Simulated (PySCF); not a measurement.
# The potential of point charges around `CN([SiH3])/N=C\C1CC1`

Species: `CN([SiH3])/N=C\C1CC1`. Coordinates (GFN2-xTB, Å) and charges (e) from the PBE0/pcSseg-1 density (PySCF):

```json
{"atom": "C1", "x": "-2.495", "y": "-1.792", "z": "0.237", "Mulliken": "-0.0270", "IAO": "-0.2965", "Hirshfeld": "-0.0766", "ESP-fitted": "-0.3398"}
{"atom": "N2", "x": "-1.483", "y": "-0.766", "z": "0.063", "Mulliken": "-0.6165", "IAO": "-0.3719", "Hirshfeld": "-0.1120", "ESP-fitted": "+0.1383"}
{"atom": "Si3", "x": "-1.740", "y": "0.534", "z": "-1.064", "Mulliken": "+0.6027", "IAO": "+0.7069", "Hirshfeld": "+0.3430", "ESP-fitted": "+0.4149"}
{"atom": "N4", "x": "-0.463", "y": "-1.005", "z": "0.915", "Mulliken": "-0.2230", "IAO": "-0.1799", "Hirshfeld": "-0.1048", "ESP-fitted": "-0.4893"}
{"atom": "C5", "x": "0.702", "y": "-0.511", "z": "0.882", "Mulliken": "+0.1651", "IAO": "-0.0547", "Hirshfeld": "-0.0023", "ESP-fitted": "+0.0650"}
{"atom": "C6", "x": "1.366", "y": "0.402", "z": "-0.065", "Mulliken": "-0.3847", "IAO": "-0.1644", "Hirshfeld": "-0.0462", "ESP-fitted": "-0.0371"}
{"atom": "C7", "x": "2.040", "y": "1.645", "z": "0.464", "Mulliken": "-0.1782", "IAO": "-0.2861", "Hirshfeld": "-0.0840", "ESP-fitted": "-0.1695"}
{"atom": "C8", "x": "2.867", "y": "0.505", "z": "-0.031", "Mulliken": "-0.1711", "IAO": "-0.2843", "Hirshfeld": "-0.0831", "ESP-fitted": "-0.4277"}
{"atom": "H9", "x": "-2.234", "y": "-2.690", "z": "-0.329", "Mulliken": "+0.1099", "IAO": "+0.1335", "Hirshfeld": "+0.0348", "ESP-fitted": "+0.1203"}
{"atom": "H10", "x": "-2.549", "y": "-2.055", "z": "1.294", "Mulliken": "+0.1199", "IAO": "+0.1592", "Hirshfeld": "+0.0415", "ESP-fitted": "+0.1317"}
{"atom": "H11", "x": "-3.462", "y": "-1.431", "z": "-0.101", "Mulliken": "+0.1046", "IAO": "+0.1383", "Hirshfeld": "+0.0424", "ESP-fitted": "+0.1037"}
{"atom": "H12", "x": "-1.153", "y": "0.255", "z": "-2.383", "Mulliken": "-0.0981", "IAO": "-0.1478", "Hirshfeld": "-0.0849", "ESP-fitted": "-0.1282"}
{"atom": "H13", "x": "-3.192", "y": "0.632", "z": "-1.198", "Mulliken": "-0.0959", "IAO": "-0.1232", "Hirshfeld": "-0.0751", "ESP-fitted": "-0.1002"}
{"atom": "H14", "x": "-1.191", "y": "1.758", "z": "-0.485", "Mulliken": "-0.0856", "IAO": "-0.1221", "Hirshfeld": "-0.0736", "ESP-fitted": "-0.1065"}
{"atom": "H15", "x": "1.318", "y": "-0.843", "z": "1.712", "Mulliken": "+0.0838", "IAO": "+0.1439", "Hirshfeld": "+0.0402", "ESP-fitted": "+0.1292"}
{"atom": "H16", "x": "0.897", "y": "0.481", "z": "-1.036", "Mulliken": "+0.1652", "IAO": "+0.1421", "Hirshfeld": "+0.0405", "ESP-fitted": "+0.1388"}
{"atom": "H17", "x": "1.982", "y": "2.546", "z": "-0.128", "Mulliken": "+0.1337", "IAO": "+0.1525", "Hirshfeld": "+0.0502", "ESP-fitted": "+0.1066"}
{"atom": "H18", "x": "1.999", "y": "1.820", "z": "1.529", "Mulliken": "+0.1315", "IAO": "+0.1518", "Hirshfeld": "+0.0487", "ESP-fitted": "+0.1110"}
{"atom": "H19", "x": "3.387", "y": "0.615", "z": "-0.971", "Mulliken": "+0.1320", "IAO": "+0.1539", "Hirshfeld": "+0.0515", "ESP-fitted": "+0.1739"}
{"atom": "H20", "x": "3.399", "y": "-0.092", "z": "0.694", "Mulliken": "+0.1318", "IAO": "+0.1487", "Hirshfeld": "+0.0496", "ESP-fitted": "+0.1651"}
```

Points outside the species (Å): A (-3.6, -4.6, -2.5); B (0.5, 1.2, -9.2); C (-3.1, -1.5, -3.8); D (-9.9, -0.8, 3.1).

Task: Find the potential V = 14.3996 V·Å × Σ q/r of each set of charges at these points.

Result: In volts:

```tsv
point	nearest atom	distance (Å)	Mulliken	IAO	Hirshfeld	ESP-fitted
A	H9	3.20	+0.067	+0.039	0.000	+0.043
B	H12	7.08	+0.012	+0.021	+0.006	+0.022
C	H12	2.98	+0.030	+0.074	+0.014	+0.055
D	H11	7.22	-0.001	+0.006	-0.006	-0.008
```

Task: How far are the other sets from the ESP-fitted one at these points?

Result: Root-mean-square difference: IAO 0.012 V, Mulliken 0.018 V, Hirshfeld 0.031 V. The ESP scheme fits charges at the nuclei, held to the total charge, to the electrostatic potential on points at 1.4 to 2.0 times the van der Waals radii.

Task: What energy would a point charge of +2 e have at C in the field of the ESP charges, leaving out polarisation?

Result: +0.110 eV = +10.6 kJ/mol, a repulsion.

Isolated species at its GFN2-xTB geometry (one conformer only).

Conformer computed: `[CH3:1][N:2]([SiH3:3])/[N:4]=[CH:5]\[CH:6]1[CH2:7][CH2:8]1`: C1–N2–N4–C5 164°, N4–C5–C6–C7 128°.
